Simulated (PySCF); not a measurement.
**Static response to an electric field**

Compound: C₂H₆O₂Se.
Cartesian coordinates in Å at the PBE0-D3(BJ)/def2-SVP level; atoms count from 1:
```
atom  x, y, z in Å
C1     1.4357    0.5794   -0.0641
Se2    0.0554   -0.7011   -0.4457
C3    -1.4814    0.0352    0.4410
O4     0.4395   -2.0702    0.3041
O5    -0.2246   -0.6568   -2.0282
H6     1.1244    1.5613   -0.4421
H7     2.3242    0.2263   -0.6035
H8     1.6199    0.5879    1.0174
H9    -2.3022   -0.6671    0.2456
H10   -1.7053    1.0174    0.0064
H11   -1.2747    0.0931    1.5171
```

Level: CAM-B3LYP/def2-SVPD (PySCF), static field, nuclei fixed, core orbitals frozen in the response. The polarisability tensor in these axes (au):

```
x   63.12  0.78 -0.78
y    0.78 59.37  0.07
z   -0.78  0.07 59.15
```

What are the eigenvalues, a third of the trace, and Δα (Δα² = ½Σ(αi − αj)² over the three pairs)?

Principal values 58.88, 59.35 and 63.41 au; mean 60.55 au = 8.97 Å³ = 9.98 × 10⁻⁴⁰ C²·m²/J; Δα = 4.31 au (7 % of the mean).

What is the dipole moment, and where does it point?

(-0.37, 4.73, 2.97) D, 5.60 D in size, pointing from the negative to the positive side. Measured along this direction, the outermost atoms are O5 and O4 at the negative end and H6, H10, H11 and H8 at the positive end.

Find the Langevin capture rate constant for H3O+ (19.018 u) meeting this molecule (141.953 u), k = 2.342 × 10⁻⁹ cm³/s × √(α in Å³ / reduced mass in u).

The reduced mass is 16.77 u, so k = 1.71 × 10⁻⁹ cm³/s. The formula leaves out the permanent dipole, which adds to the capture rate.

Sum over states: ᾱ = Σ f/ω², ω in Eh. What share falls to these 10 lowest TDDFT singlets (eV, f)? 6.83, 0.0896; 6.91, 0.0242; 7.05, 0.0000; 7.37, 0.0641; 7.71, 0.0001; 7.89, 0.0107; 7.93, 0.1162; 8.12, 0.0000; 8.20, 0.0001; 8.22, 0.0142.

They add up to 4.33 au, 7.1 % of the 60.55 au; the largest single term is 1.42 au, from the state at 6.83 eV. Terms in order: 1.42, 0.38, 0.00, 0.88, 0.00, 0.13, 1.37, 0.00, 0.00, 0.16 au. Higher excitations give the rest. The strengths listed sum to 0.319.

Molar refractivity from α?

Lorentz–Lorenz: R = (4π/3)N_A α = 2.5225 cm³/(mol·Å³) × 8.97 Å³ = 22.6 cm³/mol, in the limit of long wavelengths.

Geometry: PBE0-D3(BJ)/def2-SVP; no solvent, vibrations or thermal averaging. The calculation is non-relativistic, for selenium too.

These values come from a run that also computed excited states and ΔSCF ions. The run took 2.2 min of wall time on an x86-64 server with one thread, no GPU, shared host.
